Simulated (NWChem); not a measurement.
C₂H₇BO; SMILES CCBO

```xyz
11

B     -0.6450     0.8915     0.0000
H     -1.6484     1.5730     0.0000
C     -0.7192    -0.6831     0.0000
C      0.6072    -1.4347     0.0000
H     -1.3382    -0.9753    -0.8694
H     -1.3382    -0.9753     0.8694
H      1.2146    -1.1948     0.8896
H      1.2146    -1.1948    -0.8896
H      0.4712    -2.5271     0.0000
O      0.5194     1.5776     0.0000
H      1.2910     0.9984     0.0000
```
Atoms are numbered in this order, from 1.

Coordinates come from a PBE0/def2-SVP optimisation.

Problem. Give the principal values of the shielding tensors (ppm) of B1, C3, C4, O10 from PBE0/pcSseg-1, GIAO (NWChem), with their diamagnetic and paramagnetic parts as GIAO splits them.

Solution. 
```json
[
 {"atom": "B1", "σ11": "0.7", "σ22": "49.8", "σ33": "101.5", "isotropic": "50.7", "diamagnetic": "193.2", "paramagnetic": "-142.5"},
 {"atom": "C3", "σ11": "144.5", "σ22": "173.9", "σ33": "183.5", "isotropic": "167.3", "diamagnetic": "252.5", "paramagnetic": "-85.2"},
 {"atom": "C4", "σ11": "171.6", "σ22": "178.4", "σ33": "186.9", "isotropic": "179.0", "diamagnetic": "250.0", "paramagnetic": "-71.0"},
 {"atom": "O10", "σ11": "-38.7", "σ22": "139.9", "σ33": "329.6", "isotropic": "143.6", "diamagnetic": "389.0", "paramagnetic": "-245.5"}
]
```
